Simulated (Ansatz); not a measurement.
`[SH][Al]([Cl])[Cl]` + `CCI` → `[Cl][Al]([Cl])[I]` + `CCS`  (formal exchange of groups at the Al–S bond)

Isolated molecules relaxed with PBE0-D4/def2-TZVP in Ansatz; ΔE leaves out vibrations. CCSD(T)/CBS adds triple-zeta CCSD(T) − MP2 to the extrapolated MP2 energy (def2 sets, frozen cores). Functionals use def2-TZVPP. B3LYP here is the variant with VWN-RPA as its local correlation; programs differ in this. HSE06 is defined as in plane-wave codes. def2 core potentials past Kr. For I outer-core shells are correlated without core-valence functions, which leaves a few kJ/mol of doubt a bond. One conformer a species, not always the lowest.

```json
{"level": "LDA (SPW92)", "ΔE (kJ/mol)": "-23.6", "difference from CCSD(T)/CBS": "-1.6"}
{"level": "revPBE-D4", "ΔE (kJ/mol)": "-21.4", "difference from CCSD(T)/CBS": "0.6"}
{"level": "BLYP-D4", "ΔE (kJ/mol)": "-16.4", "difference from CCSD(T)/CBS": "5.6"}
{"level": "r2SCAN-D4", "ΔE (kJ/mol)": "-21.8", "difference from CCSD(T)/CBS": "0.2"}
{"level": "B97M-V", "ΔE (kJ/mol)": "-17.6", "difference from CCSD(T)/CBS": "4.4"}
{"level": "PBE0-D4", "ΔE (kJ/mol)": "-25.6", "difference from CCSD(T)/CBS": "-3.6"}
{"level": "r2SCANh-D4", "ΔE (kJ/mol)": "-23.6", "difference from CCSD(T)/CBS": "-1.6"}
{"level": "r2SCAN0-D4", "ΔE (kJ/mol)": "-26.1", "difference from CCSD(T)/CBS": "-4.1"}
{"level": "HSE06-D4", "ΔE (kJ/mol)": "-25.6", "difference from CCSD(T)/CBS": "-3.6"}
{"level": "BHLYP-D4", "ΔE (kJ/mol)": "-26.8", "difference from CCSD(T)/CBS": "-4.8"}
{"level": "CAM-B3LYP-D4", "ΔE (kJ/mol)": "-24.0", "difference from CCSD(T)/CBS": "-2.0"}
{"level": "ωB97X-V", "ΔE (kJ/mol)": "-25.7", "difference from CCSD(T)/CBS": "-3.7"}
{"level": "ωB97M-V", "ΔE (kJ/mol)": "-24.8", "difference from CCSD(T)/CBS": "-2.8"}
{"level": "B2PLYP", "ΔE (kJ/mol)": "-21.6", "difference from CCSD(T)/CBS": "0.4"}
{"level": "PBE-QIDH", "ΔE (kJ/mol)": "-27.2", "difference from CCSD(T)/CBS": "-5.2"}
{"level": "PBE", "ΔE (kJ/mol)": "-20.7", "difference from CCSD(T)/CBS": "1.3"}
{"level": "revPBE", "ΔE (kJ/mol)": "-20.0", "difference from CCSD(T)/CBS": "2.0"}
{"level": "r2SCAN", "ΔE (kJ/mol)": "-21.8", "difference from CCSD(T)/CBS": "0.2"}
{"level": "PBE0", "ΔE (kJ/mol)": "-25.4", "difference from CCSD(T)/CBS": "-3.4"}
{"level": "B3LYP", "ΔE (kJ/mol)": "-20.7", "difference from CCSD(T)/CBS": "1.3"}
{"level": "r2SCANh", "ΔE (kJ/mol)": "-23.5", "difference from CCSD(T)/CBS": "-1.5"}
{"level": "r2SCAN0", "ΔE (kJ/mol)": "-26.1", "difference from CCSD(T)/CBS": "-4.1"}
{"level": "HSE06", "ΔE (kJ/mol)": "-25.4", "difference from CCSD(T)/CBS": "-3.4"}
{"level": "CAM-B3LYP", "ΔE (kJ/mol)": "-23.8", "difference from CCSD(T)/CBS": "-1.8"}
{"level": "LC-ωPBE", "ΔE (kJ/mol)": "-28.8", "difference from CCSD(T)/CBS": "-6.8"}
{"level": "RPA@PBE/def2-TZVPP", "ΔE (kJ/mol)": "-18.6", "difference from CCSD(T)/CBS": "3.4"}
{"level": "HF/def2-SVP", "ΔE (kJ/mol)": "-34.8", "difference from CCSD(T)/CBS": "-12.8"}
{"level": "CCSD/def2-SVP", "ΔE (kJ/mol)": "-32.3", "difference from CCSD(T)/CBS": "-10.3"}
{"level": "CCSD(T)/def2-SVP", "ΔE (kJ/mol)": "-31.3", "difference from CCSD(T)/CBS": "-9.3"}
{"level": "HF/def2-TZVPP", "ΔE (kJ/mol)": "-31.8", "difference from CCSD(T)/CBS": "-9.8"}
{"level": "MP2/def2-TZVPP", "ΔE (kJ/mol)": "-23.0", "difference from CCSD(T)/CBS": "-1.0"}
{"level": "SCS-MP2/def2-TZVPP", "ΔE (kJ/mol)": "-22.4", "difference from CCSD(T)/CBS": "-0.4"}
{"level": "CCSD/def2-TZVPP", "ΔE (kJ/mol)": "-22.5", "difference from CCSD(T)/CBS": "-0.5"}
{"level": "CCSD(T)/def2-TZVPP", "ΔE (kJ/mol)": "-20.6", "difference from CCSD(T)/CBS": "1.4"}
{"level": "HF/def2-QZVPP", "ΔE (kJ/mol)": "-32.1", "difference from CCSD(T)/CBS": "-10.1"}
{"level": "MP2/def2-QZVPP", "ΔE (kJ/mol)": "-24.0", "difference from CCSD(T)/CBS": "-2.0"}
{"level": "SCS-MP2/def2-QZVPP", "ΔE (kJ/mol)": "-23.3", "difference from CCSD(T)/CBS": "-1.3"}
{"level": "HF/CBS(def2)", "ΔE (kJ/mol)": "-32.2", "difference from CCSD(T)/CBS": "-10.2"}
{"level": "MP2/CBS(def2)", "ΔE (kJ/mol)": "-24.5", "difference from CCSD(T)/CBS": "-2.5"}
{"level": "CCSD/CBS(def2)", "ΔE (kJ/mol)": "-23.9", "difference from CCSD(T)/CBS": "-1.9"}
{"level": "CCSD(T)/CBS", "ΔE (kJ/mol)": "-22.0", "difference from CCSD(T)/CBS": "0"}
```

(1) What do rigid-rotor, harmonic-oscillator terms from PBE0-D4/def2-TZVP frequencies (298.15 K, 1 bar) make of the CCSD(T)/CBS value? (Estimate.)

Largest T1 diagnostic among the species: 0.009.

## Answers

(1) Computed: ΔZPE = +1.6 kJ/mol, ΔH = -20.3 kJ/mol, ΔS = -6 J/(mol·K), ΔG = -18.6 kJ/mol.

From BLYP to BHLYP (50 % exact exchange), in def2-TZVPP and without D4, ΔE moves by −10.0 kJ/mol. In def2-TZVPP, CCSD(T) changes the Hartree–Fock value by +11.2 kJ/mol (the triples alone add +1.9 kJ/mol) and MP2 by +8.7 kJ/mol. Leaving LDA and LC-ωPBE aside and taking each functional with its dispersion term where it has one, the values spread over 10.8 kJ/mol, from PBE-QIDH to BLYP-D4.
